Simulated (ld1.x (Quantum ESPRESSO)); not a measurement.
# Ce, TM: configuration errors across variants

- Element: cerium (Ce)
- Generator: ld1.x (Quantum ESPRESSO) 7.5
- Type: norm-conserving Troullier–Martins (Kleinman–Bylander form)
- Functional: BP86
- Relativity: non-relativistic
- Frozen core: [Kr] 4d10 5s2
- Valence charge: 10
- Reference configuration: 4f1 5p6 5d1 6s1 6p0 (charge +1)
- Partial waves: 6s (bound): rc 2.70 bohr; 5p (bound): rc 3.10 bohr; 4f (bound): rc 1.10 bohr; 5d (bound): rc 2.15 bohr
- Local potential: the d channel
- Core correction: a·sin(br)/r model core inside 0.55 bohr

All-electron excitation energies from the reference (eV): (1) 4f1 5p6 5d1 6s2 6p0 -5.918; (2) 4f1 5p6 5d1 6s0 6p0 10.666; (3) 4f1 5p6 5d0 6s0 6p0 30.426; (4) 4f1 5p5 5d1 6s2 6p0 21.873; (5) 4f2 5p6 5d1 6s0 6p0 -3.142; (6) 4f0 5p6 5d2 6s2 6p0 2.010; (7) 4f1 5p6 5d1 6s1.5 6p0 -3.537.

Tests that are not counted but printed errors over 1 eV. “wave 6s (bound): rc 2.70 bohr becomes 6s (bound): rc 2.26 bohr”: 4f1 5p5 5d1 6s2 6p0 (solver errors, printed error -620 eV); 4f0 5p6 5d2 6s2 6p0 (solver errors, printed error -10.7 eV). “wave 5d (bound): rc 2.15 bohr becomes 5d (bound): rc 2.98 bohr”: 4f0 5p6 5d2 6s2 6p0 (solver errors, printed error -591 eV); 4f2 5p6 5d1 6s0 6p0 (solver errors, printed error -548 eV); 2 more. “type TM semilocal; local potential the p channel”: 4f1 5p5 5d1 6s2 6p0 (solver errors, printed error -11.0 eV); 4f0 5p6 5d2 6s2 6p0 (solver errors, printed error -36.1 eV).

3 further variants failed, have other tests or another functional or relativity, and are left out.

A true bound ghost makes a file unfit for plane-wave use even where its test errors are small: the radial tests pick states by their node count and pass the ghost by. Where a test does run into it, the solver fails or the error is huge.

Errors AE − PS in meV (a dash: test not solved or not reliable):

```csv
change,(1),(2),(3),(4),(5),(6),(7),bound ghosts
base,-12,-5.9,-9.8,-176,-240,-616,-3.1,s
wave 6s (bound): rc 2.70 bohr becomes 6s (bound): rc 2.26 bohr,-40,-52,-52,–,-26,–,-11,s
wave 4f (bound): rc 1.10 bohr becomes 4f (bound): rc 1.38 bohr,-12,-5.9,-9.9,-176,-126,-398,-3.1,s
wave 5d (bound): rc 2.15 bohr becomes 5d (bound): rc 2.98 bohr,-1.9,+8.2,–,–,–,–,-0.1,"p, s"
wave 5p (bound): rc 3.10 bohr becomes 5p (bound): rc 2.38 bohr,-12,-6.0,-11,-125,-217,-512,-3.1,s
local potential all-electron potential smoothed inside 1.50 bohr (lloc = -1),-8.1,-5.4,-17,-146,-63,-159,-2.1,s
type TM semilocal; local potential the p channel,+16,-5.8,-13,–,-173,–,+4.7,s
```

(1) Give the same row for: core correction a·sin(br)/r model core inside 1.26 bohr.

Answers

(1) -11, -5.3, -9.4, -175, -133, -385, -2.9; bound ghosts: s.
